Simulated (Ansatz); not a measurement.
Basis-set extrapolation for ClFH4OSi2, SMILES `F[SiH2]O[SiH2]Cl` (PBE0-D4/def2-TZVP geometry, frozen core, the Gaussian-basis code of Ansatz). Multiplicity 1, RHF reference.

|  | def2-TZVPP | def2-QZVPP |
| --- | --- | --- |
| HF | -1214.345698 | -1214.386591 |
| MP2 correlation | -0.909037 | -0.991869 |
| CCSD(T) correlation | -0.985349 | not run |

Energies in hartree. Use E(X) = E(∞) + A·exp(−7.88·√X) for Hartree–Fock and E(X) = E(∞) + B·X^(−2.97) for correlation, with X = 3 and 4, and add CCSD(T) minus MP2 of the smaller set to the MP2 limit.

Task: What is the CCSD(T) energy at the basis-set limit?

Result: HF limit: -1214.386591 + (-0.040893) × 0.13774 = -1214.39222. MP2 limit: -0.991869 + (-0.082832) × 0.74074 = -1.05323. Higher-order term: -0.985349 − (-0.909037) = -0.07631. Total: -1215.52176 hartree, 5.19 eV below CCSD(T)/def2-TZVPP.
